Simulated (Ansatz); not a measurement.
BiF3, 4 atoms. Hardware: 4 threads of AMD EPYC 7R43 on a shared host.

In the def2 sets Bi takes a core potential; there is no spin–orbit coupling. Correlated methods freeze 7 core orbitals; core or outer-core shells of Bi are correlated, in sets that lack core-valence functions.

How many basis functions does each of these Ansatz runs have, and roughly what does it cost? PBE0-D4/def2-SVP, charge 0 singlet, energy with a search over starts; PBE-QIDH/def2-TZVP, charge 0 singlet, energy, from earlier orbitals; r2SCAN-D4/def2-TZVP, charge 0 singlet, energy and forces, from earlier orbitals; r2SCAN0-D4/def2-TZVP, charge 0 singlet, energy, from earlier orbitals; B97M-V/def2-TZVP, charge 0 singlet, energy, from earlier orbitals; r2SCAN-D4/def2-TZVP, charge 1 doublet at the geometry of the charge 0 singlet, energy, from earlier orbitals; PBE0-D4/def2-SVP, charge 1 doublet at the geometry of the charge 0 singlet, energy with a search over starts; PBE0-D4/def2-TZVP, charge 0 singlet, energy, from earlier orbitals; r2SCAN-D4/def2-TZVP, charge 0 triplet at the geometry of the charge 0 singlet, energy, from earlier orbitals; PBE0-D4/def2-TZVP, charge 0 triplet at the geometry of the charge 0 singlet, energy; PBE-D4/def2-TZVP, charge 1 doublet at the geometry of the charge 0 singlet, energy, from earlier orbitals; PBE-D4/def2-SVP, charge 0 singlet, energy, from earlier orbitals.

Other jobs shared the machine, so times can vary by a factor of up to 3. A dash marks memory too small to be measured apart from the calling script's.

```
                                                                                                         run  functions  fitting or Cholesky vectors  wall time  peak host memory (GiB)
                                            PBE-D4/def2-SVP, charge 0 singlet, energy, from earlier orbitals         68                          720      0.4 s                       –
                                        PBE0-D4/def2-SVP, charge 0 singlet, energy with a search over starts         68                          711     0.65 s                       –
                                          PBE0-D4/def2-TZVP, charge 0 singlet, energy, from earlier orbitals        143                          873     0.85 s                       –
                             r2SCAN-D4/def2-TZVP, charge 0 singlet, energy and forces, from earlier orbitals        143                          828      1.4 s                       –
PBE0-D4/def2-SVP, charge 1 doublet at the geometry of the charge 0 singlet, energy with a search over starts         68                          711      1.4 s                       –
   PBE-D4/def2-TZVP, charge 1 doublet at the geometry of the charge 0 singlet, energy, from earlier orbitals        143                          828      1.4 s                       –
                                       r2SCAN0-D4/def2-TZVP, charge 0 singlet, energy, from earlier orbitals        143                          873      1.5 s                       –
                                         PBE-QIDH/def2-TZVP, charge 0 singlet, energy, from earlier orbitals        143                         1090      1.6 s                       –
r2SCAN-D4/def2-TZVP, charge 1 doublet at the geometry of the charge 0 singlet, energy, from earlier orbitals        143                          828      2.6 s                       –
                                           B97M-V/def2-TZVP, charge 0 singlet, energy, from earlier orbitals        143                          828      3.2 s                       –
                         PBE0-D4/def2-TZVP, charge 0 triplet at the geometry of the charge 0 singlet, energy        143                          873        6 s                       –
r2SCAN-D4/def2-TZVP, charge 0 triplet at the geometry of the charge 0 singlet, energy, from earlier orbitals        143                          828        7 s                       –
```
